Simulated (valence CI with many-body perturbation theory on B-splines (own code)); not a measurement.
# A CI+MBPT run for La15+

Computed by relativistic CI+MBPT: six valence electrons over a frozen Dirac-Fock core [Kr], radial functions for each j: 7 s, 7 p, 8 d, 6 f, 4 g, 1 h, with the one-electron correlation potential Σ1 (screened to all orders), the two-electron term Σ2, the three-electron term Σ3, Breit, model QED; selected single and double excitations, second order for the rest, scaled by the run's own slope (own B-spline code, finite nucleus).

Command, and the settings that its task file holds:

```sh
python run_cv.py task.json out
```

```
atom La  Z=57  mass_number=139  rms_radius_fm=4.8550
core [Kr]
valence 4d6
avg = 1
basis = M
breit = 1
cap = 60000
capref = 1200
cscale = 1
de = 0.0
dress = 0
eps = 2e-08
extrap = 1
h = 0.27
hh = 1
l2 = 3
lcore = 6
maxit = 60
n2 = 5
natural = 1
nlev = 35
nno = [4, 4, 5, 4, 3, 1]
nroot = 26
nsp = [3, 3, 3, 2, 1, 0]
pt2 = 1
qed = 1
rpa = 1
s1 = 1
s2 = 1
s3 = 1
screen = 1
tol = 2e-05
whole = 1
```

Roughly how long does this run take on one core of Intel(R) Xeon(R) Processor @ 2.30GHz, and how much memory?

33 min on 1 thread of Intel(R) Xeon(R) Processor @ 2.30GHz, with other jobs on the host, peak memory 2.1 GiB.

Log. The first blocks belong to the next ion, which gives the ionisation energy. Fields: 2J, parity (1 odd), roots, reference size, generating configurations, candidates as configurations/state functions, variational space P, stored matrix elements, Davidson steps; e2 is the range of second-order energies in hartree. The first line gives the box (bohr), its intervals, the orbitals and the steps of their self-consistent field. Window is the range of levels sought, series limit the energy at which the first omitted orbital would enter, core excitation an estimate of the first excitation out of the core, left out the lowest levels not solved, and shifts from estimates the range by which levels moved from their first estimate, all in cm⁻¹.

```
rmax 9.3 intervals 61 orbitals 59 references ['4d6', '4d5 4f', '4d5 5s', '4d5 5p'] scf 6 t 1.9
2J=5 par=0 roots 2 ref 10 generators 5 cand 399/5952 P 404/5962 nnz 8.2e+06 it 8
2J=5 par=0 roots 2 ref 10 generators 19 cand 1674/23826 P 2078/29788 nnz 1.5e+08 it 8
   second order: generators 33 cand 27985/938269 e2 -0.00086 -0.00048
reference levels 524, estimated 34, window 197020 1/cm; series limit 2289014, core excitation 712570
2J=8 par=0 roots 7 ref 19 generators 13 cand 455/9544 P 617/11969 nnz 3e+07 it 8
2J=8 par=0 roots 7 ref 19 generators 16 cand 1033/20639 P 1650/32608 nnz 1.9e+08 it 8
   second order: generators 31 cand 43912/4515292 e2 -0.00440 -0.00294
2J=4 par=0 roots 8 ref 25 generators 14 cand 523/9590 P 690/11750 nnz 2.6e+07 it 7
2J=4 par=0 roots 8 ref 25 generators 17 cand 1331/23109 P 2021/34859 nnz 2e+08 it 8
   second order: generators 46 cand 57258/4358278 e2 -0.00351 -0.00220
2J=6 par=0 roots 6 ref 23 generators 10 cand 422/9470 P 578/11980 nnz 2.8e+07 it 7
2J=6 par=0 roots 6 ref 23 generators 12 cand 1172/22511 P 1750/34491 nnz 2.2e+08 it 9
   second order: generators 39 cand 52773/5345011 e2 -0.00379 -0.00254
2J=2 par=0 roots 4 ref 15 generators 10 cand 761/9567 P 978/12040 nnz 2.7e+07 it 7
2J=2 par=0 roots 4 ref 15 generators 12 cand 1774/23232 P 2752/35272 nnz 1.9e+08 it 8
   second order: generators 34 cand 51550/2741635 e2 -0.00131 -0.00087
2J=0 par=0 roots 5 ref 9 generators 14 cand 1910/9369 P 2410/11877 nnz 2.1e+07 it 12
2J=0 par=0 roots 5 ref 9 generators 19 cand 2203/28241 P 4613/40118 nnz 1.2e+08 it 9
   second order: generators 53 cand 57893/1094881 e2 -0.00065 -0.00024
2J=10 par=0 roots 2 ref 10 generators 7 cand 484/9630 P 650/11912 nnz 3e+07 it 5
2J=10 par=0 roots 2 ref 10 generators 9 cand 1105/20791 P 1755/32703 nnz 2e+08 it 8
   second order: generators 30 cand 54602/5949281 e2 -0.00283 -0.00282
2J=12 par=0 roots 2 ref 6 generators 7 cand 628/9546 P 823/11973 nnz 3e+07 it 5
2J=12 par=0 roots 2 ref 6 generators 9 cand 1275/20712 P 2098/32685 nnz 2e+08 it 9
   second order: generators 26 cand 49064/4415035 e2 -0.00197 -0.00186
left out: unestimated 806067, estimated none, shifts from estimates -1376 to 148
operators 3.8
```

The Davidson iterations converged.

No measured spectrum was set against this ion. As an estimate, terms of the open shell hold to 2 to 4 % of their energy, and close levels can change places. Core correlation moves these levels by up to 11000 cm⁻¹, and in measured spectra 5 to 20 % of such shifts remained as error; rates that hang on mixing are uncertain with them. Among the levels kept, up to 1100 cm⁻¹ of a level comes from second order outside the variational space, and about a tenth of that is noise between levels of different J, which matters for small intervals. Only levels of the ground parity were solved; by the run's estimate the other parity begins above the list, which can be wrong where configurations are misplaced.

| Property | Result |
| --- | --- |
| Valence energy | -106.3013 hartree |
| Ionisation energy | 395.19 eV (NIST: 393 ± 3 eV (theoretical)) |
| Reference configurations for the orbitals | 4d6, 4d5 4f, 4d5 5s, 4d5 5p |
| Radial orbitals | 59 |
| Box radius | 9.333 bohr |
| Largest variational space | 40118 |
| Lowest levels | 4d6 5D_4 0.0, 4d6 5D_2 [a] 12012, 4d6 5D_3 16240, 4d6 5D_1 22522, 4d6 5D_0 22708, 4d6 3H_4 [a] 33907, 4d6 3G_5 41913, 4d6 3H_6 42354, 4d6 5D_2 [b] 46519, 4d6 3F_3 [a] 51514, 4d6 3F_2 [a] 52052, 4d6 3H_4 [b] 62907, 4d6 1S_0 [a] 64333, 4d6 3D_1 64969 cm⁻¹ |

Names give the largest LS component (configuration and term), which can be under half, so a name can repeat, a term be missing and a line seem to break the LS rules; names also repeat where a configuration has a term twice. Letters in brackets count levels of one name in rising energy.
